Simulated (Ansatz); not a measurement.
Consider the alkene loss: `CC(C)[O][Sn][SH]` → `[OH][Sn][SH]` + propene.

Isolated molecules relaxed with PBE0-D4/def2-TZVP in Ansatz; ΔE leaves out vibrations. CCSD(T)/CBS is the MP2 limit (def2-TZVPP, def2-QZVPP) plus CCSD(T) − MP2 in def2-TZVPP, frozen cores. Functionals use def2-TZVPP. B3LYP here is the variant with VWN-RPA as its local correlation; programs differ in this. Elements past krypton have def2 core potentials. For Sn outer-core shells are correlated without core-valence functions, which leaves a few kJ/mol of doubt a bond. One conformer a species, not always the lowest.

```json
{"level": "B3LYP-D4", "ΔE (kJ/mol)": "70.2"}
{"level": "SCS-MP2/def2-QZVPP", "ΔE (kJ/mol)": "68.9"}
```

Problem. What does CCSD(T)/CBS give? (Estimate.)

Solution. Computed: +73.2 kJ/mol. The listed levels differ from it by -3.0, -4.3 kJ/mol.

Largest T1 diagnostic among the species: 0.017.

The D4 term adds +26.3 kJ/mol with B3LYP and +14.9 kJ/mol with PBE0; it sums over pairs of atoms, weighted by their polarisabilities, and B3LYP, whose exchange is more repulsive, gets the larger term. From PBE to PBE0 (25 % exact exchange), in def2-TZVPP and without D4, ΔE moves by +9.3 kJ/mol.
